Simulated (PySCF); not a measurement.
Telling isomers of C6H8O2 apart by NMR

- shieldings: GIAO PBE0/pcSseg-1
- geometry: GFN2-xTB
- program: PySCF
- relativity neglected, isolated molecule, rapidly exchanging positions averaged, single conformer

Scale: TMS for ¹H (σref 31.72) and ¹³C (σref 186.93) (reference shieldings calculated alike). Where no couplings were computed, multiplicities follow the n + 1 count of equivalent neighbours, and m marks all less simple cases (inequivalent or close neighbours, rings, F or P nearby). Acid and N–H amide carbonyl carbons lie up to 10 ppm further downfield in solution (hydrogen bonding). Shifts are as computed. Against solution values, carbons near 30 ppm lie about +3 ppm off and those near 130 ppm about +5 ppm. Of 1211 compounds with measured shifts, 218 miss one by over three times the rms of a fit or turn the order of signals round; such compounds aren't used in these exercises. OH and NH positions are gas-phase values without hydrogen bonding to other molecules.

(1) Tabulate the signals of `COCc1ccoc1`, `C=C(C(=O)O)C1CC1`, `CCOc1ccco1` and their relative energies.

(2) What is the quickest way to tell COCc1ccoc1 from CCOc1ccco1?

(3) What is the quickest way to tell COCc1ccoc1 from C=C(C(=O)O)C1CC1?

(4) What is the quickest way to tell C=C(C(=O)O)C1CC1 from CCOc1ccco1?

Answers

(1) 
```tsv
SMILES	carbon types	δC	δH	E rel. (kcal/mol)
COCc1ccoc1	1×C 3×CH 1×CH2 1×CH3	148.7, 146.4, 130.8, 118.2, 69.0, 57.8	7.57 (m, 1H), 7.44 (m, 1H), 6.85 (m, 1H), 4.63 (s, 2H), 3.26 (s, 3H)	10.4
C=C(C(=O)O)C1CC1	2×C 1×CH 3×CH2	170.5, 151.1, 128.3, 17.2, 11.3	6.80 (br s, 1H), 6.28 (br s, 1H), 5.34 (br s, 1H), 2.20 (m, 1H), 1.03 (m, 2H), 0.45 (m, 2H)	0.0
CCOc1ccco1	1×C 3×CH 1×CH2 1×CH3	167.2, 134.7, 119.3, 89.8, 65.8, 17.6	6.93 (m, 1H), 6.59 (m, 1H), 5.56 (m, 1H), 4.49 (q, 2H), 1.32 (t, 3H)	5.3
```

Energies are electronic energies at PBE0/pcSseg-1 on these geometries, without zero-point or thermal terms, each for the one conformer computed, which needn't be the lowest.

(2) Both give the same number of carbon signals, with the same numbers of each carbon type, so the positions decide. The first has a methyl carbon bonded to O (CH3) at 57.8 ppm, the second a methyl carbon (CH3) at 17.6 ppm. Their most deshielded carbons lie at 148.7 and 167.2 ppm. In the proton spectra the most deshielded non-exchanging signals are 7.57 (m, 1H) and 6.93 (m, 1H).

(3) Count the carbon signals: 6 against 5. The first has an aromatic CH next to the ring oxygen at 148.7 ppm, the second a three-membered-ring carbon (CH) at 11.3 ppm. Their most deshielded carbons lie at 148.7 and 170.5 ppm. In the proton spectra the most deshielded non-exchanging signals are 7.57 (m, 1H) and 6.80 (br s, 1H).

(4) Count the carbon signals: 5 against 6. The first has a β carbon of a C=C–C=O unit (CH2) at 128.3 ppm, the second an aromatic CH next to the ring oxygen at 134.7 ppm. Their most deshielded carbons lie at 170.5 and 167.2 ppm.
